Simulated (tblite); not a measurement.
C₆H₁₀F₂O₂.
SMILES with atom numbers: `[CH3:1][CH2:2][C@@:3]1([O:4][CH:5]([F:6])[F:7])[O:8][C@H:9]1[CH3:10]` (hydrogens: H11, H12, H13 on C1; H14, H15 on C2; H16 on C5; H17 on C9; H18, H19, H20 on C10)

The geometry is computed with GFN2-xTB (gas phase).

(1) List the bond lengths, angles and torsions at this level.

## Answers

(1) 
| bond | length (Å) | order |
| --- | --- | --- |
| C1–C2 | 1.525 | single |
| C2–C3 | 1.512 | single |
| C3–O4 | 1.416 | single |
| O4–C5 | 1.351 | single |
| C5–F6 | 1.362 | single |
| C5–F7 | 1.340 | single |
| C3–O8 | 1.387 | single |
| O8–C9 | 1.415 | single |
| C9–C10 | 1.504 | single |
| C3–C9 | 1.470 | single |
| C1–H11, C1–H12, C1–H13 | 1.087 | single |
| C2–H14 | 1.090 | single |
| C2–H15 | 1.093 | single |
| C5–H16 | 1.105 | single |
| C9–H17 | 1.087 | single |
| C10–H18, C10–H19, C10–H20 | 1.087 | single |

Bonds in one row agree within 0.01 Å and their mean is given. Orders are formal, as drawn. A selection of angles:
| angle | degrees |
| --- | --- |
| C2–C1–H11 | 110.0 |
| C2–C1–H13 | 110.7 |
| H11–C1–H12 | 108.7 |
| C1–C2–C3 | 110.8 |
| C1–C2–H14 | 111.0 |
| C1–C2–H15 | 109.8 |
| C3–C2–H14 | 108.8 |
| C3–C2–H15 | 108.2 |
| H14–C2–H15 | 108.0 |
| C2–C3–O4 | 113.3 |
| C2–C3–O8 | 119.5 |
| C2–C3–C9 | 125.2 |
| O4–C3–O8 | 114.2 |
| O4–C3–C9 | 114.7 |
| O8–C3–C9 | 59.3 |
| C3–O4–C5 | 115.3 |
| O4–C5–F6 | 111.5 |
| O4–C5–F7 | 108.8 |
| O4–C5–H16 | 113.9 |
| F6–C5–F7 | 105.5 |
| F6–C5–H16 | 107.6 |
| F7–C5–H16 | 109.1 |
| C3–O8–C9 | 63.3 |
| O8–C9–C10 | 118.6 |
| O8–C9–H17 | 113.0 |
| C10–C9–H17 | 115.1 |
| C3–C9–O8 | 57.4 |
| C3–C9–C10 | 124.3 |
| C3–C9–H17 | 115.4 |
| C9–C10–H18 | 109.3 |
| C9–C10–H20 | 111.1 |
| H18–C10–H19 | 108.8 |
| H18–C10–H20 | 108.5 |

Torsions: C1–C2–C3–O4 67° (synclinal); C2–C3–O4–C5 88° (synclinal); C3–O4–C5–F6 -91° (anticlinal); C2–C3–O8–C9 116° (anticlinal); C3–O8–C9–C10 -114° (anticlinal); C2–C3–C9–O8 -106° (anticlinal).

The 4 C–O bonds span 1.351 Å (O4–C5, drawn single) to 1.416 Å (C3–O4, drawn single), a spread of 0.065 Å. The 4 C–C bonds span 1.470 Å (C3–C9, drawn single) to 1.525 Å (C1–C2, drawn single), a spread of 0.055 Å. Of the pairs four or more bonds apart, O8···H16 is among the closest relative to their van der Waals radii: 2.38 Å, 88 % of the sum of Bondi's values. The 3-membered ring C3–O8–C9 has internal angles of 57.4° to 63.3°. The 2 C–F bonds span 1.340 Å (C5–F7, drawn single) to 1.362 Å (C5–F6, drawn single), a spread of 0.022 Å. O4 (ether oxygen) is bent (angle 115.3°).

Point group: C1 (no symmetry element, even within 0.4 Å). Its GFN2-xTB frequencies are all real (lowest 40 cm⁻¹). The numbers are those of one conformer. 3 starts were optimised and ended at 0.00, 0.03 and 0.14 kcal/mol (GFN2-xTB); the lowest of these is shown.
